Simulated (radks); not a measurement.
The numbers below are computed, except where a source is named.
Problem. Ag I, configuration [Kr] 4d10 5s1. Code: a radial shooting solver on a logarithmic mesh with Libxc functionals. Model: non-relativistic Kohn-Sham, PBE, spin-polarised, spherical densities, point nucleus; open shells are filled with parallel spins first (spin-orbit coupling, left out, can overturn this in heavy ions); relativity is left out, which matters for an element this heavy. Some entries of the table are withheld. Estimate them.

orbital  occ.  eigenvalue (eV)  <r^2> (bohr^2)
1s up       1        -24528.36        0.001404
1s down     1        -24528.35        0.001404
2s down     1        -3536.842         0.02319
2s up       1        -3536.836         0.02319
2p down     3        -3291.188         0.01753
2p up       3        -3291.186         0.01753
3s up       1        -645.2643          0.1660
3s down     1        -645.2552          0.1660
3p up       3        -546.2752          0.1615
3p down     3        -546.2671          0.1615
3d up       5        -363.3324          0.1421
3d down     5        -363.3302          0.1421
4s down     1              (1)           1.007
4s up       1              (2)           1.008
4p up       3         -56.6516           1.183
4p down     3         -56.6410           1.180
4d up       5          -7.9534           2.481
4d down     5          -7.7747           2.398
5s up       1          -4.3115           12.78
5s down     0          -3.5331           12.69

Solution. 
(1) 4s down eigenvalue (eV): -87.6998
(2) 4s up eigenvalue (eV): -87.6947
